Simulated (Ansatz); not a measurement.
The lowest singlet and triplet of H3NSi (SMILES [N][SiH3]); geometries from B3LYP-D3(BJ)/def2-TZVP, each state relaxed from the structure named, with no frequency check, low spin by broken symmetry.
Singlet (charge 0, multiplicity 1):
```xyz
5

N      1.31272    -0.00780    -0.14857
Si    -0.45649     0.00271     0.05166
H     -0.93372     1.40725     0.02319
H     -0.79531    -0.62432     1.35294
H     -1.06918    -0.76629    -1.05943
```

A positive gap puts the triplet lower; no zero-point energy. R- takes a restricted singlet, here one determinant of a half-filled degenerate or near-degenerate pair, which mixes singlet states. U- takes an unrestricted singlet (broken symmetry where lower, unprojected). The triplet is unrestricted in single-reference levels. Active spaces average the two states.

Correlated levels freeze the cores.

The values were computed with Ansatz (Gaussian basis) for Hartree–Fock, density functionals and correlated methods. Each number belongs to the level named beside it.

Task: One of these levels gives 181.9 kJ/mol for the gap E(singlet) − E(triplet), vertical, at the singlet's geometry. Name it.
A) SC-NEVPT2 on SA-CASSCF(2,2)/cc-pV(Q+d)Z
B) R-B3LYP/def2-TZVPP
C) U-wB97X-V/def2-TZVPP (spin-contaminated)
D) U-r2SCAN/def2-TZVPP (spin-contaminated)

Result: B, R-B3LYP/def2-TZVPP. The others give 41.3 (U-r2SCAN/def2-TZVPP (spin-contaminated)), 51.3 (U-wB97X-V/def2-TZVPP (spin-contaminated)), 137.5 (SC-NEVPT2 on SA-CASSCF(2,2)/cc-pV(Q+d)Z)

Doubts at one or more of the structures used: a restricted determinant that unrestricted orbitals would lower (R-B3LYP/def2-TZVPP).

Ansatz is an electronic-structure program.
